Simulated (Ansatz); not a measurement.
Basis-set series for B2H6OSi, SMILES `BOB[SiH3]`. Total charge 0; spin multiplicity 1. The geometry is a stationary point of PBE0-D4/def2-TZVP. It is one conformer, not always the lowest.

```
functional       basis  functions  energy (Eh)  HOMO (eV)  LUMO (eV)
   PBE0-D4    def2-SVP         90   -417.59138      -7.99      -1.97
   PBE0-D4  def2-TZVPP        219   -417.83700      -8.00      -1.97
   ωB97M-V    def2-SVP         90   -417.77849     -10.15       0.11
   ωB97M-V  def2-TZVPP        219   -418.03176     -10.20       0.04
```

(1) Give the rows for def2-QZVPP. (An estimate is asked.)

Results:

(1) The calculation gave: 
```json
{"functional": "PBE0-D4", "basis": "def2-QZVPP", "functions": "421", "energy (Eh)": "-417.85473", "HOMO (eV)": "-8.00", "LUMO (eV)": "-1.98"}
{"functional": "ωB97M-V", "basis": "def2-QZVPP", "functions": "421", "energy (Eh)": "-418.04829", "HOMO (eV)": "-10.21", "LUMO (eV)": "0.01"}
```

Positive LUMOs are unbound and depend on the basis.

Program: Ansatz 0.2.0.
